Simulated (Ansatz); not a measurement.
Gas-phase reaction in SMILES: F[Si](F)(Br)Br [dibromo(difluoro)silane] → F[Si](Br)Br + F atom (the F-Si bond at the site shown breaks; other sites are not compared here)
Each molecule is optimised on its own at B3LYP-D3(BJ)/def2-TZVP (Ansatz, a first-principles code).
Geometry of the first species:
```
Si
F 1 1.5788
F 1 1.5788 2 107.38
Br 1 2.1872 2 109.17 3 -118.24
Br 1 2.1872 2 109.17 3 118.24
```
Charge 0, spin multiplicity 1.

Property: bond dissociation energy (electronic energy difference), in kJ/mol. Valence correlation only, unless marked. UHF or UKS for open shells. Spin-orbit coupling is left out. The frozen core is the preceding noble-gas configuration, with the filled d and f shells of earlier blocks. Non-relativistic. CBS marks a two-point X^-3 extrapolation of the correlation energy; Hartree-Fock from the larger set.

CCSD(T)/CBS(def2-TZVPP,def2-QZVPP) (Ansatz) gives 664.6 kJ/mol.

Question: Another calculation gave 622.7 kJ/mol. Which level was it?
A. B3LYP/def2-TZVPD (Ansatz)
B. SVWN5/def2-TZVPD (Ansatz)
C. wB97X-V/def2-TZVPD (Ansatz)
D. revPBE/def2-TZVPD (Ansatz)

Answer: A, B3LYP/def2-TZVPD (Ansatz). The others give 650.0 (wB97X-V), 601.9 (revPBE), 727.1 (SVWN5) kJ/mol.
